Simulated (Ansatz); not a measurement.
Basis-set extrapolation for `O[Si@@H](Cl)O[Si@H](F)Cl` (PBE0-D4/def2-TZVP geometry, frozen core, Ansatz). Multiplicity 1, RHF reference.

|  | def2-TZVPP | def2-QZVPP |
| --- | --- | --- |
| HF | -1748.301411 | -1748.358705 |
| MP2 correlation | -1.322734 | -1.445425 |
| CCSD(T) correlation | -1.420273 | not run |

Energies in hartree. Use E(X) = E(∞) + A·exp(−7.88·√X) for Hartree–Fock and E(X) = E(∞) + B·X^(−2.97) for correlation, with X = 3 and 4, and add CCSD(T) minus MP2 of the smaller set to the MP2 limit.

What is the CCSD(T) energy at the basis-set limit?

HF limit: -1748.358705 + (-0.057294) × 0.13774 = -1748.36660. MP2 limit: -1.445425 + (-0.122691) × 0.74074 = -1.53631. Higher-order term: -1.420273 − (-1.322734) = -0.09754. Total: -1750.00045 hartree, 7.59 eV below CCSD(T)/def2-TZVPP.
